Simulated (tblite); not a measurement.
A geometry optimisation, step by step.

Compound: C5H12GeSSi.
Atom-mapped SMILES: `[CH3:1][S:2][C@@H:3]([CH3:4])[SiH2:5][C:6]#[C:7][GeH3:8]` (hydrogens: H9, H10, H11 on C1; H12 on C3; H13, H14, H15 on C4; H16, H17 on Si5; H18, H19, H20 on Ge8)

Computed with GFN2-xTB (tblite), gas phase: L-BFGS steps from a force-field or distance-geometry start until the largest atomic force falls under 0.01 eV/Å. 4 of its 119 geometries are shown.

Step 0: E = -642.5798 eV, largest atomic force 2.911 eV/Å
```
atom  x, y, z in Å  |  force x, y, z in eV/Å
C1     -3.531   -0.238    0.426   -0.674   0.691   0.291
S2     -2.743   -0.852   -1.069   -0.207  -0.724  -1.102
C3     -0.957   -0.392   -1.102   -0.283   0.603  -0.668
C4     -0.847    1.110   -1.255   -0.583   1.069  -0.144
Si5    -0.222   -1.024    0.472   -0.164  -1.476   0.892
C6      1.510   -0.487    0.557    2.778   0.849   0.184
C7      2.689   -0.137    0.633   -1.678  -0.580  -0.083
Ge8     4.514    0.390    0.748    0.570  -0.016  -0.196
H9     -3.189    0.788    0.638   -0.060  -0.449   0.069
H10    -4.636   -0.174    0.207    1.206  -0.265   0.161
H11    -3.338   -0.914    1.265   -0.140   0.266  -0.171
H12    -0.518   -0.898   -1.989   -0.574   0.133   0.518
H13    -1.790    1.578   -0.840    1.189  -0.216  -0.302
H14     0.038    1.532   -0.736   -0.567  -0.239  -0.282
H15    -0.799    1.409   -2.318   -0.014  -0.129   0.506
H16    -0.328   -2.504    0.410    0.079   0.249   0.044
H17    -0.911   -0.575    1.675   -0.067   0.206   0.138
H18     5.437   -0.609   -0.021   -0.554   0.490   0.353
H19     4.633    1.779    0.080    0.000  -0.548   0.360
H20     4.985    0.401    2.215   -0.257   0.087  -0.569
```

Step 39: E = -643.0334 eV, largest atomic force 0.072 eV/Å
```
atom  x, y, z in Å  |  force x, y, z in eV/Å
C1     -3.518   -0.281    0.285    0.006  -0.032  -0.016
S2     -2.722   -0.874   -1.239   -0.022   0.019   0.015
C3     -0.979   -0.349   -1.016   -0.009   0.033  -0.023
C4     -0.831    1.152   -1.190   -0.023   0.021  -0.008
Si5    -0.254   -1.051    0.609    0.041   0.005  -0.016
C6      1.525   -0.541    0.606    0.001   0.007  -0.031
C7      2.677   -0.166    0.585    0.018  -0.006   0.031
Ge8     4.484    0.391    0.679   -0.028  -0.007   0.019
H9     -3.170    0.720    0.518   -0.045  -0.035  -0.022
H10    -4.585   -0.269    0.085    0.011   0.028  -0.004
H11    -3.308   -0.964    1.104    0.001   0.018  -0.005
H12    -0.494   -0.838   -1.865    0.024  -0.068   0.003
H13    -1.384    1.692   -0.423    0.043   0.024   0.017
H14     0.220    1.436   -1.121   -0.054  -0.031   0.019
H15    -1.212    1.458   -2.163   -0.002   0.030   0.005
H16    -0.412   -2.505    0.605    0.016  -0.014   0.009
H17    -0.886   -0.433    1.780    0.004   0.016   0.019
H18     5.345   -0.577   -0.057    0.000  -0.006  -0.007
H19     4.635    1.754    0.093   -0.026   0.001  -0.025
H20     4.862    0.427    2.119    0.045  -0.003   0.021
```

Step 79: E = -643.0438 eV, largest atomic force 0.032 eV/Å
```
atom  x, y, z in Å  |  force x, y, z in eV/Å
C1     -3.562   -0.281    0.212    0.011  -0.008  -0.007
S2     -2.690   -0.905   -1.254    0.008  -0.012  -0.022
C3     -0.964   -0.342   -0.986    0.001  -0.005  -0.003
C4     -0.842    1.165   -1.141   -0.009   0.021   0.023
Si5    -0.240   -1.045    0.641   -0.007   0.006   0.029
C6      1.542   -0.546    0.655   -0.002  -0.004  -0.015
C7      2.702   -0.196    0.659    0.000   0.003   0.005
Ge8     4.508    0.372    0.666    0.009   0.008   0.008
H9     -3.298    0.757    0.383   -0.011  -0.007   0.006
H10    -4.622   -0.359   -0.011    0.011   0.003  -0.005
H11    -3.322   -0.893    1.076    0.002   0.018   0.014
H12    -0.451   -0.820   -1.825   -0.008  -0.011  -0.022
H13    -1.316    1.688   -0.313   -0.016   0.006   0.016
H14     0.209    1.451   -1.157   -0.001  -0.020  -0.003
H15    -1.310    1.494   -2.068    0.020  -0.002   0.004
H16    -0.393   -2.500    0.643    0.010   0.009  -0.003
H17    -0.878   -0.426    1.812   -0.005   0.009  -0.010
H18     5.334   -0.598   -0.106   -0.002  -0.007  -0.009
H19     4.591    1.723    0.039    0.000   0.003  -0.010
H20     4.997    0.446    2.073   -0.011  -0.008   0.003
```

Step 118: E = -643.0472 eV, largest atomic force 0.009 eV/Å
```
atom  x, y, z in Å  |  force x, y, z in eV/Å
C1     -3.593   -0.279    0.123    0.001   0.003   0.001
S2     -2.639   -0.952   -1.267    0.008  -0.001   0.004
C3     -0.941   -0.338   -0.943    0.000  -0.002  -0.003
C4     -0.858    1.175   -1.055   -0.002   0.002   0.000
Si5    -0.229   -1.039    0.690   -0.001   0.003   0.003
C6      1.554   -0.540    0.684   -0.002  -0.002   0.004
C7      2.713   -0.189    0.663    0.001  -0.007  -0.004
Ge8     4.527    0.352    0.619   -0.001  -0.004  -0.005
H9     -3.473    0.799    0.166   -0.001  -0.001   0.001
H10    -4.630   -0.522   -0.084    0.001  -0.002   0.006
H11    -3.282   -0.742    1.055    0.003  -0.001  -0.008
H12    -0.394   -0.781   -1.780   -0.002  -0.002  -0.005
H13    -1.373    1.662   -0.228    0.000   0.002   0.001
H14     0.186    1.483   -1.028   -0.003   0.004  -0.001
H15    -1.301    1.519   -1.989    0.000   0.005  -0.005
H16    -0.379   -2.494    0.702    0.004   0.000   0.002
H17    -0.872   -0.406    1.849   -0.004   0.002   0.003
H18     5.311   -0.640   -0.171   -0.001   0.002   0.001
H19     4.619    1.696   -0.022   -0.003   0.002  -0.003
H20     5.050    0.422    2.013    0.002  -0.002   0.009
```

Task: Summarise the path.

Result: The energy falls by 10.78 kcal/mol from step 0 to step 118; nine tenths of that is first reached at step 28. It falls at every step. The largest force goes from 2.911 to 0.009 eV/Å. Among the bonds Ge8–H18 changes most, from 1.562 to 1.491 Å; the atoms move by 0.337 Å rms after alignment.

Task: Follow the three bonds and two angles with the largest change from start to end.

Result: 
| step | E above end (kcal/mol) | largest force (eV/Å) | Ge8–H18 (Å) | C3–Si5 (Å) | Ge8–H19 (Å) | C1–S2–C3 (°) | S2–C3–H12 (°) |
| --- | --- | --- | --- | --- | --- | --- | --- |
| 0 | 10.78 | 2.911 | 1.562 | 1.849 | 1.546 | 110.7 | 106.5 |
| 5 | 3.00 | 0.232 | 1.482 | 1.907 | 1.485 | 105.9 | 102.4 |
| 10 | 2.00 | 0.132 | 1.494 | 1.915 | 1.494 | 104.3 | 100.2 |
| 15 | 1.76 | 0.117 | 1.491 | 1.917 | 1.491 | 103.1 | 101.1 |
| 21 | 1.51 | 0.164 | 1.487 | 1.914 | 1.490 | 102.4 | 101.2 |
| 26 | 1.17 | 0.121 | 1.492 | 1.922 | 1.492 | 101.6 | 102.1 |
| 31 | 0.82 | 0.168 | 1.489 | 1.913 | 1.490 | 101.6 | 101.4 |
| 36 | 0.43 | 0.113 | 1.491 | 1.916 | 1.492 | 102.3 | 101.5 |
| 41 | 0.28 | 0.091 | 1.491 | 1.914 | 1.492 | 102.8 | 101.6 |
| 46 | 0.22 | 0.070 | 1.489 | 1.913 | 1.492 | 102.8 | 101.7 |
| 51 | 0.17 | 0.037 | 1.491 | 1.913 | 1.492 | 102.8 | 101.3 |
| 56 | 0.15 | 0.025 | 1.490 | 1.915 | 1.492 | 103.1 | 101.1 |
| 62 | 0.14 | 0.018 | 1.491 | 1.914 | 1.492 | 103.2 | 101.2 |
| 67 | 0.13 | 0.019 | 1.491 | 1.915 | 1.492 | 103.2 | 101.2 |
| 72 | 0.11 | 0.039 | 1.491 | 1.915 | 1.493 | 103.1 | 101.1 |
| 77 | 0.09 | 0.041 | 1.491 | 1.916 | 1.491 | 103.3 | 101.1 |
| 82 | 0.06 | 0.023 | 1.491 | 1.915 | 1.492 | 103.1 | 101.1 |
| 87 | 0.05 | 0.025 | 1.491 | 1.916 | 1.492 | 103.2 | 101.0 |
| 92 | 0.03 | 0.025 | 1.490 | 1.913 | 1.492 | 103.0 | 101.1 |
| 97 | 0.02 | 0.020 | 1.491 | 1.915 | 1.492 | 103.0 | 101.1 |
| 103 | 0.01 | 0.015 | 1.491 | 1.915 | 1.492 | 102.9 | 101.1 |
| 108 | 0.01 | 0.013 | 1.491 | 1.916 | 1.492 | 103.0 | 101.0 |
| 113 | 0.00 | 0.012 | 1.491 | 1.916 | 1.492 | 103.0 | 101.0 |
| 118 | 0.00 | 0.009 | 1.491 | 1.915 | 1.492 | 103.1 | 101.1 |

The cost below is that of the whole relaxation. Time: 1.0 s wall. Hardware: one thread, Arm Neoverse V2 (aarch64), no GPU, shared host.
